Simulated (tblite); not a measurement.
Start geometry of `C/C=C/CC1=[C]C1` [radical] from a force field or distance geometry (Å):
```
atom  x, y, z in Å
C1     2.5904    0.8509   -0.0249
C2     1.2866    0.2050   -0.4096
C3     0.5666   -0.5504    0.4435
C4    -0.7387   -1.2045    0.0588
C5    -1.8676   -0.7036    0.9068
C6    -3.1378   -0.7423    0.6391
C7    -2.5993    0.5634    0.5408
H8     2.5080    1.9421   -0.1489
H9     3.3910    0.4851   -0.6686
H10    2.8562    0.6522    1.0197
H11    0.9502    0.3573   -1.4232
H12    0.8996   -0.7102    1.4616
H13   -0.6368   -2.2890    0.2461
H14   -0.9465   -1.0819   -1.0040
H15   -2.3930    0.9837   -0.4283
H16   -2.7364    1.2513    1.3767
```

**Question.** What comes out of this run: tblite 0.8.0, GFN2-xTB geometry optimisation, gas phase?

**Answer.** 
```
atom  x, y, z in Å
C1     2.4875    0.9023    0.0660
C2     1.2980    0.1323   -0.3995
C3     0.5349   -0.6173    0.3775
C4    -0.6826   -1.3594   -0.0984
C5    -1.8821   -0.7550    0.4842
C6    -2.9832   -0.6120    1.1322
C7    -2.5333    0.6899    0.5819
H8     2.3512    1.9624   -0.1468
H9     3.3823    0.5741   -0.4621
H10    2.6429    0.7752    1.1344
H11    1.0779    0.2132   -1.4572
H12    0.7440   -0.7019    1.4359
H13   -0.6323   -2.4099    0.2054
H14   -0.7472   -1.3140   -1.1908
H15   -3.0009    1.1048   -0.3038
H16   -2.0646    1.4244    1.2266
```

The energy falls by 91.8 kJ/mol over 74 L-BFGS steps, the largest force on an atom goes from 3.35 to 0.009 eV/Å, and the atoms move by 0.339 Å rms after alignment. The bond that changes most is C5–C7 (ends: carbon bonded to 3 C; carbon bonded to 2 C and 2 H), which lengthens by 0.080 Å. Bonds longer at the end by more than 0.005 Å: 4 of 16; shorter: 9. Among the angles that change most is C4–C5–C6, from 127.6° to 161.5°. Among the dihedrals that turn most is C4–C5–C7–H15, from 10° to 74°. Rotational constants go from 8116, 1234, 1147 to 6704, 1307, 1177 MHz. The orientation of the end geometry is arbitrary; only internal coordinates are fixed.

The run took 0.42 s of wall time on one thread, Arm Neoverse V1 (aarch64), shared host with 32 logical CPUs at a one-minute load of 20.

Its GFN2-xTB frequencies are all real (lowest 39 cm⁻¹).

One conformer stands for the species.

These are computed values.
